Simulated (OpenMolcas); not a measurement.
**S4+: effect of the basis set**

```json
{
 "Program": "OpenMolcas",
 "Method": "SS-CASPT2, IPEA 0.25 Eh, imaginary shift 0.1 Eh (closed shells correlated: 2s 2p)",
 "Active space": "2 electrons in 8 orbitals (3s 3p 4s 4p)",
 "State averaging": "2S+1 = 3 even, 3 roots; 2S+1 = 1 even, 7 roots; 2S+1 = 3 odd, 3 roots; 2S+1 = 1 odd, 3 roots",
 "Spin-orbit coupling": "state interaction with AMFI integrals over the reference wave functions, term energies averaged over their components"
}
```

A. ANO-RCC-VTZP [5s4p2d1f], DKH2, point nucleus; CASPT2 step of the order of 4 core-seconds
B. ANO-R2 [5s4p3d1f], X2C, finite nucleus; CASPT2 step of the order of 3 core-seconds
C. ANO-RCC-VQZP [6s5p3d2f1g], DKH2, point nucleus; CASPT2 step roughly 4 core-seconds
D. ANO-RCC [8s7p5d4f2g], DKH2, point nucleus; CASPT2 step of the order of 20 core-seconds

Energies in cm-1 above 3s2 1S0, the measured ground level; measured values from NIST levels in Podobedova, Kelleher and Wiese, J. Phys. Chem. Ref. Data 38, 171 (2009); Martin, Zalubas and Musgrove, J. Phys. Chem. Ref. Data 19, 821 (1990).

```tsv
Level	A	B	C	D	Measured
3s2 1S0	0.0	0.0	0.0	0.0	0.0
3s 3p 3P* 0	82440	82880	82600	83110	83024
3s 3p 3P* 1	82770	83210	82930	83450	83394
3s 3p 3P* 2	83450	83880	83600	84130	84155
3s 3p 1P* 1	130570	128310	129760	128560	127151
3p2 3P0	200470	200180	200620	200720	199967
3p2 3P1	200820	200530	200960	201080	200371
3p2 1S0	238460	236380	237160	236310	235350
```

Deviations, from unrounded energies. A percentage is the sum of absolute deviations over the sum of measured energies, with the sign that they share, or ± where signs differ.

```csv
Against measurement,Levels,A,B,C,D
mean absolute deviation (cm-1),7,1300,450,1000,570
other configurations (%),7,±0.9,±0.3,±0.7,±0.4
```

B lies closest to measurement on these levels and A furthest from it. The largest miss of B in the table is 3s 3p 1P* 1, by +1200 cm-1. The ranking rests on the paired levels alone, and a cruder setting can come out closer through cancelling errors.

Among A to D the level of the table that moves most is 3s 3p 1P* 1, by 2300 cm-1 (lowest in B, highest in A). Moves below CASPT2's spread within the term are not significant.

Over all roots computed the reference weight is 0.91 to 1.00 in A, 0.90 to 0.99 in B, 0.91 to 1.00 in C, 0.90 to 0.99 in D; the roots of lowest weight are the least certain, and an intruder state may touch them. Active for correlation alone: 4p 4s; no level in the range computed is led by a configuration that fills them, so any true level of that kind is missing. The ¹D term of p² mixes with s d, which this space lacks. Computed and measured levels are paired by configuration, term and J; levels that our copy of the source lacks, or whose pairing is in doubt (as where it misses far off the trend of its configuration), stay unpaired and out of the deviations. Only configurations of the active space appear. The table leaves out levels that lie high or whose names do not pair safely across all columns.

* marks odd parity.
